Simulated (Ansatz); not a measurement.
Job for Ansatz (a quantum-chemistry and plane-wave program): R-wB97X-V/def2-TZVPPD on CH4O2S (a complex). Files ending in .json are basis or fitting sets from the Basis Set Exchange.

Ansatz 0.2 input:
```yaml
crystal:
  periodic: [false, false, false]
  atoms:
    - {symbol: C, position_ang: [-0.00756715, 0.05997987, -0.05705564]}
    - {symbol: H, position_ang: [-0.09634303, 1.05433247, 0.37836588]}
    - {symbol: H, position_ang: [-0.78962454, -0.58605539, 0.33942521]}
    - {symbol: H, position_ang: [-0.11048423, 0.12919195, -1.13877248]}
    - {symbol: H, position_ang: [0.97087872, -0.35944156, 0.17915124]}
    - {symbol: O, position_ang: [0.16509711, 1.20924521, 3.47304584]}
    - {symbol: S, position_ang: [0.40659848, -0.20337849, 3.35081768]}
    - {symbol: O, position_ang: [-0.71235781, -1.10561971, 3.40262023]}
basis:
  gaussian:
    orbitals: def2-TZVPPD.json
hamiltonian:
  xc: {name: wB97X-V}
scf: {lower_state_search: off}
```

The head of its log:

```
WARN ansatz: RAYON_NUM_THREADS=1 ignored (pool sized by the plan → 1); use --threads N
Functional definition: wB97X-V
these checks for a lower state are left out or cut short: stability, starts, cluster_reference, orbital_swaps, neighbouring_geometries, increment
integrals: 0.20 GiB planned
1117 factors; their error is unknown
integrals: 0.23 GiB planned
313 factors; integrals over basis functions are off by at most 3.7e-5 eV
mean field: 1.57 GiB planned
mean field evaluation 1: about -16022.8347 eV, gradient 6.7e1 eV
mean field evaluation 2: about -16019.6565 eV, gradient 8.3e1 eV
```

Question: What total energy does the run end on?

Answer: -589.1130 hartree.
